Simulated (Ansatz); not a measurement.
The cluster Cu₂I₃, relaxed as a doublet with UKS B3LYP-D4/def2-SVP in Ansatz, starting from the GFN1-xTB geometry. Force threshold 0.02 eV/Å.

In the def2 sets I takes a core potential; there is no spin–orbit coupling. The structure comes from a short search, and lower isomers may exist.

Start:

```xyz
5

Cu    0.224   -0.403    1.230
Cu    0.792    0.520   -0.945
I    -2.191   -0.844    0.963
I    -1.418    0.416   -2.045
I     2.593    0.311    0.797
```

Task: Estimate the energy that the relaxation releases and the steps that it takes.

Result: 0.5 kcal/mol, in 4 steps; 16 s on 4 threads of Intel Xeon 6975P-C on a shared host. No frequencies were taken in this run, so the end may be a saddle point.

Task: Does the start keep its bonding and symmetry?

Result: By distances, no bond broke or formed. The bond that changes most is I3–I4, from 3.35 to 3.52 Å (atoms count from 1). Point group C2v at the start, C2v at the end, both within 0.05 Å.

Task: Predict the relaxed structure.

Result: 
```
atom   x (Å)   y (Å)   z (Å)
 Cu1   0.212  -0.404   1.255
 Cu2   0.776   0.524  -0.953
  I3  -2.191  -0.877   1.038
  I4  -1.383   0.452  -2.126
  I5   2.585   0.305   0.787
```
Bond lengths (bridged metal pairs left out): 4 × Cu–I 2.46 to 2.52 Å.
